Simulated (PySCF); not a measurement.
Shapes and spin states of OsF₃

Level of theory: PBE0 in PySCF with Os def2-SVP with ECP60, F def2-SVP; scalar-relativistic core potentials, no spin–orbit coupling; density-fitted integrals.

Relaxations began from a few typed shapes and spin states; open shells are unrestricted. The search is not exhaustive: other isomers or separated fragments can lie lower, and high-lying points may rest on an excited occupation.

Which is the lowest minimum found?
A. quartet C2v: Os–F 1.845 Å (×2), Os–F 1.857 Å; F–Os–F 87.0°, F–Os–F 136.5° (×2)
B. doublet C2v: Os–F 1.811 Å, Os–F 1.826 Å (×2); F–Os–F 105.5°, F–Os–F 127.2° (×2)
C. sextet D3h: Os–F 1.944 Å (×3); F–Os–F 120.0° (×3)
D. quartet C2v: Os–F 1.826 Å, Os–F 1.870 Å (×2); F–Os–F 100.1° (×2), F–Os–F 159.7°
E. doublet D3h: Os–F 1.847 Å (×3); F–Os–F 120.0° (×3)
F. sextet C2v: Os–F 1.877 Å (×2), Os–F 1.970 Å; F–Os–F 95.1° (×2), F–Os–F 169.9°
G. doublet (⟨S²⟩ 1.41) C2v: Os–F 1.828 Å, Os–F 1.833 Å (×2); F–Os–F 96.0°, F–Os–F 132.0° (×2)

A. The others lie at 6.7 (quartet C2v, a saddle point), 45.9 (doublet C2v), 50.9 (doublet C2v), 69.6 (doublet D3h), 83.2 (sextet C2v), 129.1 (sextet D3h, a saddle point) kJ/mol above it.

Formally Os is in oxidation state +3, d5, with 3 unpaired electrons (the high-spin count would be 5). The Mulliken spin on Os is 2.63. The polar-tensor charge on Os, 1.51, is far below the formal one.

For the lowest minimum: with open d or f shells other occupations or spin states may lie lower. With an element this heavy the missing spin–orbit coupling can shift these numbers.

The electron or spin density has lower symmetry than the nuclear frame for the doublet (⟨S²⟩ 1.41) C2v at 45.9 kJ/mol.
